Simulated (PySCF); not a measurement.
Isomers of C3H11F2NSi2, mass 155.040 u with the commonest isotopes. Method: PBE0/pcSseg-1 in PySCF (dipole) on a GFN2-xTB geometry, gas phase. One conformer each, none proved a minimum here; rigid rotors.

Question: Order these by radius of gyration √(Σ m r²/M), smallest first.
A. `[CH3:1][N:2]([SiH3:3])[CH2:4][CH2:5][SiH:6]([F:7])[F:8]` with C1–N2–C4–C5 74°, N2–C4–C5–Si6 179°, C4–C5–Si6–F7 172°
B. `[CH3:1][N:2]([CH3:3])[SiH2:4][C:5]([F:6])([F:7])[SiH3:8]` with C1–N2–Si4–C5 161°, N2–Si4–C5–F6 73°
C. `[CH3:1][NH:2][SiH2:3][C@@H:4]([SiH3:5])[CH:6]([F:7])[F:8]` with C1–N2–Si3–C4 -175°, N2–Si3–C4–Si5 164°, Si3–C4–C6–F7 -63°
D. `[CH3:1][C@H:2]([SiH2:3][NH:4][SiH3:5])[CH:6]([F:7])[F:8]` with C1–C2–Si3–N4 66°, C2–Si3–N4–Si5 -175°, C1–C2–C6–F7 72°
E. `[CH3:1][CH2:2][NH:3][SiH2:4][SiH2:5][CH:6]([F:7])[F:8]` with C1–C2–N3–Si4 -142°, C2–N3–Si4–Si5 54°, N3–Si4–Si5–C6 179°, Si4–Si5–C6–F7 -58°

Answer: B (2.165 Å), C (2.239 Å), D (2.474 Å), E (2.542 Å), A (2.604 Å).

Question: Order these by dipole moment, largest first.
A. `[CH3:1][CH2:2][CH2:3][Si@H:4]([NH2:5])[SiH:6]([F:7])[F:8]` with C1–C2–C3–Si4 -177°, C2–C3–Si4–N5 -64°, C3–Si4–N5–H -171° and 49°, C3–Si4–Si6–F7 179°
B. `[CH3:1][NH:2][SiH2:3][C@@H:4]([SiH3:5])[CH:6]([F:7])[F:8]` with C1–N2–Si3–C4 -175°, N2–Si3–C4–Si5 164°, Si3–C4–C6–F7 -63°
C. `[CH3:1][N:2]([SiH3:3])[CH2:4][CH2:5][SiH:6]([F:7])[F:8]` with C1–N2–C4–C5 74°, N2–C4–C5–Si6 179°, C4–C5–Si6–F7 172°
D. `[CH3:1][CH2:2][NH:3][SiH2:4][SiH2:5][CH:6]([F:7])[F:8]` with C1–C2–N3–Si4 -142°, C2–N3–Si4–Si5 54°, N3–Si4–Si5–C6 179°, Si4–Si5–C6–F7 -58°

Answer: A (3.64 D), D (2.82 D), C (2.02 D), B (1.34 D).

Question: Order these by rotational constant B, largest first.
A. `[CH3:1][N:2]([CH3:3])[SiH2:4][C:5]([F:6])([F:7])[SiH3:8]` with C1–N2–Si4–C5 161°, N2–Si4–C5–F6 73°
B. `[CH3:1][N:2]([SiH3:3])[CH2:4][SiH2:5][CH:6]([F:7])[F:8]` with C1–N2–C4–Si5 65°, N2–C4–Si5–C6 173°, C4–Si5–C6–F7 58°
C. `[CH3:1][C@H:2]([SiH2:3][NH:4][SiH3:5])[CH:6]([F:7])[F:8]` with C1–C2–Si3–N4 66°, C2–Si3–N4–Si5 -175°, C1–C2–C6–F7 72°
D. `[CH3:1][N:2]([SiH3:3])[CH2:4][CH2:5][SiH:6]([F:7])[F:8]` with C1–N2–C4–C5 74°, N2–C4–C5–Si6 179°, C4–C5–Si6–F7 172°
E. `[CH3:1][NH:2][SiH2:3][C@@H:4]([SiH3:5])[CH:6]([F:7])[F:8]` with C1–N2–Si3–C4 -175°, N2–Si3–C4–Si5 164°, Si3–C4–C6–F7 -63°
F. `[CH3:1][CH2:2][NH:3][SiH2:4][SiH2:5][CH:6]([F:7])[F:8]` with C1–C2–N3–Si4 -142°, C2–N3–Si4–Si5 54°, N3–Si4–Si5–C6 179°, Si4–Si5–C6–F7 -58°

Answer: E (907.6 MHz), A (876.3 MHz), B (623.6 MHz), C (608.5 MHz), F (565.0 MHz), D (540.5 MHz).

```tsv
SMILES	point group	Ia (u·Å²)	Ib (u·Å²)	Ic (u·Å²)	κ	μa (D)	μb (D)	μc (D)
CCN[SiH2][SiH2]C(F)F	C1	169.00	894.42	939.61	-0.98	2.61	1.06	0.02
CN[SiH2][C@@H]([SiH3])C(F)F	C1	269.77	556.83	728.39	-0.64	0.23	0.48	1.23
CN([SiH3])CC[SiH](F)F	C1	171.66	935.01	995.21	-0.97	1.98	0.33	0.16
C[C@H]([SiH2]N[SiH3])C(F)F	C1	173.96	830.56	893.52	-0.96	0.64	2.19	1.65
CCC[Si@H](N)[SiH](F)F	C1	191.53	824.03	962.23	-0.92	3.18	1.61	0.73
CN([SiH3])C[SiH2]C(F)F	C1	194.22	810.43	891.70	-0.94	0.93	1.18	1.45
CN(C)[SiH2]C(F)(F)[SiH3]	C1	248.95	576.75	627.82	-0.88	2.29	1.48	0.77
```
